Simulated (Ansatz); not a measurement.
```yaml
crystal:
  periodic: [false, false, false]
  atoms:
    - {symbol: C, position_ang: [-1.176645, -1.529653, -1.682375]}
    - {symbol: C, position_ang: [-0.442166, -1.952401, -0.523354]}
    - {symbol: C, position_ang: [-0.407111, -0.904299, 0.649787]}
    - {symbol: C, position_ang: [-0.125730, 0.523209, 0.113030]}
    - {symbol: C, position_ang: [-0.936821, 0.901955, -1.113303]}
    - {symbol: C, position_ang: [-0.872411, -0.116112, -2.263224]}
    - {symbol: C, position_ang: [-0.217333, 1.533473, 1.348789]}
    - {symbol: C, position_ang: [0.912966, 1.093074, 2.165241]}
    - {symbol: C, position_ang: [2.118594, 0.690366, 1.363304]}
    - {symbol: C, position_ang: [1.520593, 0.644112, -0.182030]}
    - {symbol: H, position_ang: [-1.240583, -2.375545, -2.672072]}
    - {symbol: H, position_ang: [-2.381545, -1.546640, -1.462614]}
    - {symbol: H, position_ang: [-0.689834, -2.980888, -0.212938]}
    - {symbol: H, position_ang: [0.521760, -2.117304, -0.832394]}
    - {symbol: H, position_ang: [0.255937, -1.362344, 1.411545]}
    - {symbol: H, position_ang: [-1.529069, -1.038836, 1.007754]}
    - {symbol: H, position_ang: [-0.499438, 1.917130, -1.356599]}
    - {symbol: H, position_ang: [-1.959179, 1.016025, -0.636206]}
    - {symbol: H, position_ang: [0.231964, -0.183712, -2.614769]}
    - {symbol: H, position_ang: [-1.550817, 0.175654, -2.970051]}
    - {symbol: H, position_ang: [-0.409078, 2.245112, 0.813253]}
    - {symbol: H, position_ang: [-1.121830, 1.280160, 1.767299]}
    - {symbol: H, position_ang: [0.564651, 0.417841, 2.963052]}
    - {symbol: H, position_ang: [1.253246, 2.012212, 2.752953]}
    - {symbol: H, position_ang: [2.839238, 1.255514, 1.258978]}
    - {symbol: H, position_ang: [2.469274, -0.433351, 1.678986]}
    - {symbol: H, position_ang: [1.561693, 1.340920, -0.818264]}
    - {symbol: H, position_ang: [1.825661, -0.168455, -0.692111]}
basis:
  gaussian: {orbitals: def2-mTZVPP}
total_charge: -1
magnetization: {spin_polarized: true, initial_magnetization: 7}
hamiltonian: {xc: {name: revPBE}, dispersion: d3bj}
```

```sh
$ ansatz run in.yaml --threads 4 --pin off --events-out ev --progress --plain --max-ram 66560MiB --backend cuda --devices 0, --max-vram 37GiB
```

It prints (some lines left out):

```
Functional definition: revPBE
2884 factors; their error is unknown
mean field evaluation 1: about -10604.2885 eV, gradient 7.1e1 eV
mean field evaluation 2: about -10372.8965 eV, gradient 2.0e2 eV
mean field evaluation 4: about -10553.9315 eV, gradient 9.4e1 eV
mean field evaluation 8: about -10632.0106 eV, gradient 5.6e-1 eV
mean field evaluation 16: about -10631.9248 eV, gradient 1.8e-5 eV
mean field -10631.92476203 eV, -390.7160284270 hartree, gradient 5.1e-6 eV, S^2 15.756967; 10 other end points of the search recorded, 0 dependent functions left out
reference -10631.92483173 eV, -390.7160309888 hartree; 43, 36 occupied and 237, 244 virtual orbitals, 2884 factors
Total energy: -10634.01543462 eV, -390.7928592279 hartree
```

**Question.** What is wrong with this run?

**Answer.** The spin is set far too high for this molecule. Self-consistency was reached. The result belongs to that input, not to the molecule as meant.
